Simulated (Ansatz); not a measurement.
Start from `[OH][GaH][Br]` and change one atom or group to get `[BH2][GaH][OH]`.

Ansatz, PBE0-D4/def2-TZVP geometries, multiplicity 1. Each molecule was computed in one conformer, which needn't be the lowest.

Scalar relativity is left out up to krypton.

```csv
property,`[OH][GaH][Br]`
LUMO energy (PBE0/def2-TZVPP) / eV,-1.23
HOMO energy (PBE0/def2-TZVPP) / eV,-8.46
HOMO–LUMO gap (PBE/def2-TZVPP) / eV,5.14
size of the dipole moment (PBE/def2-TZVPP) / D,0.37
LUMO energy (ωB97M-V/def2-TZVPP) / eV,0.49
LUMO energy (B3LYP/def2-TZVPP) / eV,-1.51
```

Problem. Give the same properties after the change, and the shifts. (Estimate.)

Solution. Computed: 
| property | `[BH2][GaH][OH]` | shift |
| --- | --- | --- |
| LUMO energy (PBE0/def2-TZVPP) / eV | -2.59 | -1.36 |
| HOMO energy (PBE0/def2-TZVPP) / eV | -7.64 | 0.82 |
| HOMO–LUMO gap (PBE/def2-TZVPP) / eV | 2.84 | -2.30 |
| size of the dipole moment (PBE/def2-TZVPP) / D | 1.85 | 1.48 |
| LUMO energy (ωB97M-V/def2-TZVPP) / eV | -0.66 | -1.15 |
| LUMO energy (B3LYP/def2-TZVPP) / eV | -2.81 | -1.30 |

With PBE0 the HOMO rises by 0.82 eV and the LUMO falls by 1.36 eV, so the gap narrows by about 2.18 eV. PBE moves the HOMO by 0.72 eV and ωB97M-V by 0.89 eV. The zero-point energy changes by 48.1 kJ/mol with +6 modes. Dipoles are sizes alone; their direction can turn.

B3LYP here is the variant with VWN-RPA as its local correlation; programs differ in this.

Spin–orbit coupling is left out; it splits and shifts lone-pair levels of the heavy atoms by tenths of an eV.
